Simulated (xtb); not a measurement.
H3O3Sc, SMILES [OH][Sc]([OH])[OH]. All values are semi-empirical tight-binding results from xtb (GFN2-xTB unless named), good for trends rather than for accurate numbers. Geometry: GFN2-xTB. One conformer was computed; it need not be the lowest.

The geometry has at least one imaginary mode, so it is a saddle point at that level.

For metal compounds this method's bond lengths and energies can be far off.

```json
{
  "point_group_as_xtb_finds_it": "Cs",
  "orbital_gap": "3.21 eV"
}
```
